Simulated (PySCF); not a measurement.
From computed data to an observable: refractive index and permittivity of the vapour

C3H6BFO, SMILES C(=C)B(F)CO.

Coordinates come from a ωB97X-D3(BJ)/def2-SVP optimisation. The structure was generated by enumeration, and PubChem lists no compound with its InChIKey, so it may never have been made. The values are those of a single conformer.

PBE/def2-TZVP (PySCF) gives a mean static polarisability of 56.5 bohr³ and a dipole moment of 1.61 D. Take an ideal gas at 298.15 K and 1 bar, whether or not the substance is that volatile.

Work out n − 1 in the optical limit and the static ε − 1.


Polarisability volume α' = 56.5 × 0.148185 = 8.37 Å³. Number density N = p/kT = 2.43e-5 Å⁻³.
Dilute limit of Lorentz–Lorenz: n − 1 = 2π N α' = 0.0013.
Orientation term of Debye: μ²/(3kT) = 8.098 Å³ × μ²(D²) = 20.99 Å³.
ε − 1 = 4π N (α' + μ²/3kT) = 0.0090. Orientation of the dipole supplies 71 % of the static response; it can't follow optical fields. Vibrational polarisation and dispersion are left out.
